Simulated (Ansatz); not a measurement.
A nudged elastic band was laid between two geometries of F2GeH2 (5 atoms, charge 0, multiplicity 1).

Theory: RKS r2SCAN-D4/def2-SVP in Ansatz.

```
movable images  : 7
climbing image  : yes
spring          : 5.0 eV/Å²
optimiser       : quadratic models (default)
start path      : through a guess of the saddle point
force threshold : 0.05 eV/Å
iteration limit : 60
end points      : relaxed
```

First end point:

```xyz
5
Properties=species:S:1:pos:R:3
Ge 0.202 0.058 0.241
H 0.211 -0.064 1.763
F 1.844 0.011 -0.305
H -0.475 1.262 -0.409
F -0.529 -1.373 -0.402
```

Last end point:

```xyz
5
Properties=species:S:1:pos:R:3
Ge -0.594 0.641 0.643
H 1.100 -0.793 0.336
F 1.570 0.009 0.610
H -0.387 1.170 -0.856
F -0.435 -1.132 0.154
```

Problem. Which bonds break or form, and what moves?

Solution. Bonds broken: Ge1–H2, Ge1–F3. Bonds formed: H2–F3. F2GeH2 becomes FGeH + FH.

Problem. Give the energies along the band, and the barrier.

Solution. It converged. The highest image is number 3 of 0 to 8, 58.6 kcal/mol above the first end and 24.7 kcal/mol above the last; the last end lies 33.9 kcal/mol above the first. Neighbouring images differ by up to 1.2 eV, so the band resolves the path poorly. A vibrational analysis at the climbing image gives one clearly imaginary mode, 1191i cm⁻¹: a first-order saddle point. The orbitals stay closed-shell, which can raise the energy where a bond breaks towards radicals; this wasn't checked here.

| image | path coordinate (Å) | energy (kcal/mol) | Ge1–H2 (Å) | Ge1–F3 (Å) | H2–F3 (Å) |
| --- | --- | --- | --- | --- | --- |
| 0 | 0.00 | 0.0 | 1.53 | 1.73 | 2.64 |
| 1 | 0.43 | 8.1 | 1.52 | 1.74 | 2.22 |
| 2 | 0.85 | 36.2 | 1.52 | 1.82 | 1.75 |
| 3 | 1.28 | 58.6 | 1.63 | 2.01 | 1.29 |
| 4 | 1.78 | 43.9 | 2.14 | 2.29 | 0.95 |
| 5 | 2.28 | 40.4 | 2.68 | 2.34 | 0.93 |
| 6 | 2.78 | 39.4 | 2.73 | 2.35 | 0.93 |
| 7 | 3.28 | 36.6 | 2.57 | 2.35 | 0.94 |
| 8 | 3.78 | 33.9 | 2.24 | 2.26 | 0.97 |

Problem. What is the geometry of the highest image?

Solution. 
```xyz
5
Properties=species:S:1:pos:R:3
Ge -0.254 0.087 0.350
H 0.983 -0.068 1.405
F 1.750 -0.006 0.374
H -0.561 1.216 -0.673
F -0.664 -1.336 -0.568
```

The band took 12 iterations and roughly 4 core-minutes.

Run time: 3.8 min on 1 thread of Intel(R) Xeon(R) Platinum 8488C (Sapphire Rapids) (shared host), peak memory 0.14 GiB.
